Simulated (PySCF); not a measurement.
Be(Et)(NH2), SMILES C[CH2][Be][NH2] (C₂H₇BeN) (B3LYP/def2-SVP optimised geometry):

```
11

Be     0.705    -0.380     0.000
C     -0.981    -0.387    -0.010
C     -1.703     0.372     1.121
H     -1.322    -1.443    -0.019
H     -1.320     0.006    -0.990
H     -1.438     1.443     1.129
H     -1.438    -0.025     2.116
H     -2.803     0.315     1.036
N      2.209    -0.380     0.000
H      2.803    -1.056     0.474
H      2.803     0.302    -0.465
```

Level of theory: PySCF with B3LYP/def2-TZVP.

Question: What are the frontier orbital energies and the dipole moment?

Answer: HOMO-2 -9.00 eV, HOMO-1 -7.35 eV, HOMO -6.93 eV, LUMO -0.29 eV, LUMO+1 0.43 eV; dipole moment 1.19 D.

Meta-Löwdin charges at B3LYP/def2-TZVP: Be1 1.25, C2 -0.77, C3 -0.31, H4 0.10, H5 0.10, H6 0.10, H7 0.10, H8 0.10, N9 -1.12, H10 0.23, H11 0.23.
